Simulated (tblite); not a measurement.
Cl2Zn, charge -1, doublet, at a GFN2-xTB geometry (such geometries of metal compounds can be far from the true shape) (a state made from the parent by changing its charge; the spin is typed, not shown lowest); GFN1-xTB (tblite 0.6.0).

The tblite input:
```
$ tblite run mol.xyz --method gfn1 --charge -1 --spin 1 --guess eeq --json tblite.json --no-restart

# file mol.xyz
3

Zn     0.18525488     0.64949545     0.36136434
Cl     1.28436949    -0.23468644    -1.66930325
Cl    -1.61128986    -0.91148200     1.03160147
```

Problem. Predict the main parts of the log of this tblite run.

Solution. 
```
xTB calculator
 | screened Coulomb repulsion
 | Coulomb electrostatics
 |  * isotropic Klopman-Ohno-Mataga-Nishimoto electrostatics
 |  * onsite third-order electrostatics
 | DFT-D3(BJ) dispersion correction

halogen bonding energy    0.0000000000000E+00 Eh
repulsion energy          6.2238945070203E-04 Eh
dispersion energy        -9.2855009526976E-04 Eh
number of electrons       1.7000000000000E+01 e
integral cutoff           3.9672993110968E+01 bohr

------------------------------------------------------------
  cycle        total energy    energy error   density error
------------------------------------------------------------
      1     -9.625247032947  -9.6249409E+00   3.0209849E-01
      2     -9.625526623695  -2.7959075E-04   1.8407449E-01
      3     -9.625558559308  -3.1935613E-05   7.6618807E-03
      4     -9.625572929813  -1.4370505E-05   3.1784415E-04
      5     -9.625572959294  -2.9481349E-08   1.1712894E-04
      6     -9.625572959494  -1.9926460E-10   4.8682687E-06
------------------------------------------------------------

electronic energy        -9.6252667988489E+00 Eh
total energy             -9.6255729594935E+00 Eh

Post processing:
 | Mayer-Wiberg bond orders

[Info] JSON dump of results written to 'tblite.json'
```
